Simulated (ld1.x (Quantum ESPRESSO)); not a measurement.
## What one change does to a pseudopotential (Br (Z = 35), TM)

```
Element                 : Br
Generator               : ld1.x (Quantum ESPRESSO) 7.5
Type                    : norm-conserving Troullier–Martins (Kleinman–Bylander form)
Functional              : PBE
Relativity              : scalar-relativistic
Frozen core             : [Ar] 3d10
Valence charge          : 7
Reference configuration : 4s2 4p3 (charge +2)
Partial waves           : 4p (bound): rc 1.35 bohr; 4d channel at -0.05 Ry: rc 1.20 bohr; 4s (bound): rc 1.35 bohr
Local potential         : the s channel
Core correction         : a·sin(br)/r model core, default radius (core density twice the valence density)
```

Change: wave 4s (bound): rc 1.35 bohr becomes 4s (bound): rc 1.50 bohr.

Cutoffs: the cutoffs (Ry, on a coarse ladder) from which the occupation-weighted sum of valence levels, in a spherical-Bessel basis at the reference potential, stays within 10 and 1 mRy of its value at 400 Ry; they do not see the model core or the augmentation charge, which bear on the density cutoff. Errors are all-electron minus pseudo energies relative to the spin-unpolarised reference configuration.

Task: How do hardness, ghosts and transferability respond?

Result: The potential gets neither clearly harder nor softer (55 Ry and 110 Ry → 55 Ry and 110 Ry); both files keep a bound ghost (d, p); the errors of the 7 common tests hardly move.

```tsv
quantity	base	changed
cutoff, loose	55 Ry	55 Ry
cutoff, tight	110 Ry	110 Ry
bound ghosts	p, d	p, d
error for 4s2 4p5, meV [ΔE -35.31 eV]	-13	-13
error for 4s2 4p4, meV [ΔE -22.76 eV]	-2.7	-2.7
error for 4s2 4p2, meV [ΔE 33.98 eV]	-15	-15
error for 4s2 4p1, meV [ΔE 80.01 eV]	-54	-54
error for 4s1 4p5, meV [ΔE -9.76 eV]	+0.4	+0.3
error for 4s2 4p4.5, meV [ΔE -30.24 eV]	-7.4	-7.5
error for 4s1 4p6, meV [ΔE -22.94 eV]	-5.4	-5.6
```

 A true bound ghost makes a file unfit for plane-wave use even where its test errors are small: the radial tests pick states by their node count and pass the ghost by.
